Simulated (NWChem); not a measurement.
System: C2H6O2Si; SMILES C[SiH2]OC=O

```xyz
11

C     -0.3308     2.3912     0.0000
Si     0.4929     0.7092     0.0000
O     -0.8197    -0.4080     0.0000
C     -0.5638    -1.7248     0.0000
O      0.5386    -2.2188     0.0000
H      0.4227     3.1879     0.0000
H     -0.9610     2.5231     0.8863
H     -0.9610     2.5231    -0.8863
H      1.3117     0.5019    -1.2186
H      1.3117     0.5019     1.2186
H     -1.4994    -2.3049     0.0000
```
Atoms are numbered in this order, from 1.

Level: B3LYP/6-31G* (spherical d) (NWChem), optimised geometry, unscaled harmonic frequencies. 

```csv
frequency (cm⁻¹),IR intensity (km/mol)
83,0.1
138,5.4
149,0.3
215,4.5
245,14.1
524,16.2
659,12.7
704,5.6
729,38.1
741,70.5
821,37.3
906,54.0
941,362.9
971,95.7
1048,0.2
1226,388.9
1339,29.1
1412,2.3
1490,3.5
1495,4.1
1815,274.2
2275,92.9
2285,170.9
3052,1.9
3070,75.4
3125,8.5
3133,7.3
```

```
Quantity                                                                           Result
-----------------------------------------------------------------------  ----------------
zero-point energy                                                           49.4 kcal/mol
thermal correction to the enthalpy at 298.15 K (with zero-point energy)     54.3 kcal/mol
heat capacity Cv                                                         22.7 cal/(mol K)
entropy at 298.15 K and 1 atm (symmetry number 1)                        81.2 cal/(mol K)
dipole moment                                                                      2.42 D
```

Rigid rotor and harmonic oscillator; modes under 100 cm⁻¹ make the entropy uncertain.
